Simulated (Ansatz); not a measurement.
The cluster Co2Si5. Total charge 0; singlet. Geometry PBE-D4/def2-SVP.

```xyz
7

Co   -0.534   -1.202   -2.274
Co    0.328    0.472    0.757
Si    1.722   -1.071    1.405
Si    0.062    2.466   -0.076
Si   -1.318    0.200    1.964
Si   -0.628    0.630   -1.332
Si    0.368   -1.494   -0.444
```

This restricted singlet of an open-shell metal (gap down to 0.37 eV) wasn't tested against broken symmetry. No other spin state of charge 0 was run. Another isomer (quintet) lies 3.55 eV lower at PBE0-D4/def2-TZVP; other spin states weren't run for this one.

Task: Estimate the orbital energies around the gap (eV) in Ansatz with LDA (SPW92)/def2-TZVP, PBE-D4/def2-TZVP, r2SCAN-D4/def2-TZVP, r2SCANh-D4/def2-TZVP, PBE0-D4/def2-TZVP.

Result: 
```json
{"orbital": "HOMO−5", "LDA (SPW92)/def2-TZVP": "-5.67", "PBE-D4/def2-TZVP": "-5.50", "r2SCAN-D4/def2-TZVP": "-5.61", "r2SCANh-D4/def2-TZVP": "-5.91", "PBE0-D4/def2-TZVP": "-6.27"}
{"orbital": "HOMO−4", "LDA (SPW92)/def2-TZVP": "-5.50", "PBE-D4/def2-TZVP": "-5.32", "r2SCAN-D4/def2-TZVP": "-5.42", "r2SCANh-D4/def2-TZVP": "-5.71", "PBE0-D4/def2-TZVP": "-6.15"}
{"orbital": "HOMO−3", "LDA (SPW92)/def2-TZVP": "-5.28", "PBE-D4/def2-TZVP": "-5.12", "r2SCAN-D4/def2-TZVP": "-5.26", "r2SCANh-D4/def2-TZVP": "-5.58", "PBE0-D4/def2-TZVP": "-6.01"}
{"orbital": "HOMO−2", "LDA (SPW92)/def2-TZVP": "-5.02", "PBE-D4/def2-TZVP": "-4.86", "r2SCAN-D4/def2-TZVP": "-4.97", "r2SCANh-D4/def2-TZVP": "-5.31", "PBE0-D4/def2-TZVP": "-5.84"}
{"orbital": "HOMO−1", "LDA (SPW92)/def2-TZVP": "-4.98", "PBE-D4/def2-TZVP": "-4.82", "r2SCAN-D4/def2-TZVP": "-4.93", "r2SCANh-D4/def2-TZVP": "-5.25", "PBE0-D4/def2-TZVP": "-5.68"}
{"orbital": "HOMO", "LDA (SPW92)/def2-TZVP": "-4.53", "PBE-D4/def2-TZVP": "-4.39", "r2SCAN-D4/def2-TZVP": "-4.58", "r2SCANh-D4/def2-TZVP": "-5.08", "PBE0-D4/def2-TZVP": "-5.51"}
{"orbital": "LUMO", "LDA (SPW92)/def2-TZVP": "-4.17", "PBE-D4/def2-TZVP": "-3.99", "r2SCAN-D4/def2-TZVP": "-3.99", "r2SCANh-D4/def2-TZVP": "-3.73", "PBE0-D4/def2-TZVP": "-3.33"}
{"orbital": "LUMO+1", "LDA (SPW92)/def2-TZVP": "-3.95", "PBE-D4/def2-TZVP": "-3.78", "r2SCAN-D4/def2-TZVP": "-3.77", "r2SCANh-D4/def2-TZVP": "-3.50", "PBE0-D4/def2-TZVP": "-3.07"}
{"orbital": "LUMO+2", "LDA (SPW92)/def2-TZVP": "-3.52", "PBE-D4/def2-TZVP": "-3.36", "r2SCAN-D4/def2-TZVP": "-3.34", "r2SCANh-D4/def2-TZVP": "-3.07", "PBE0-D4/def2-TZVP": "-2.67"}
{"orbital": "LUMO+3", "LDA (SPW92)/def2-TZVP": "-3.15", "PBE-D4/def2-TZVP": "-2.98", "r2SCAN-D4/def2-TZVP": "-2.94", "r2SCANh-D4/def2-TZVP": "-2.66", "PBE0-D4/def2-TZVP": "-2.27"}
{"orbital": "LUMO+4", "LDA (SPW92)/def2-TZVP": "-2.94", "PBE-D4/def2-TZVP": "-2.78", "r2SCAN-D4/def2-TZVP": "-2.65", "r2SCANh-D4/def2-TZVP": "-2.35", "PBE0-D4/def2-TZVP": "-1.98"}
{"orbital": "LUMO+5", "LDA (SPW92)/def2-TZVP": "-2.87", "PBE-D4/def2-TZVP": "-2.70", "r2SCAN-D4/def2-TZVP": "-2.60", "r2SCANh-D4/def2-TZVP": "-2.32", "PBE0-D4/def2-TZVP": "-1.94"}
```
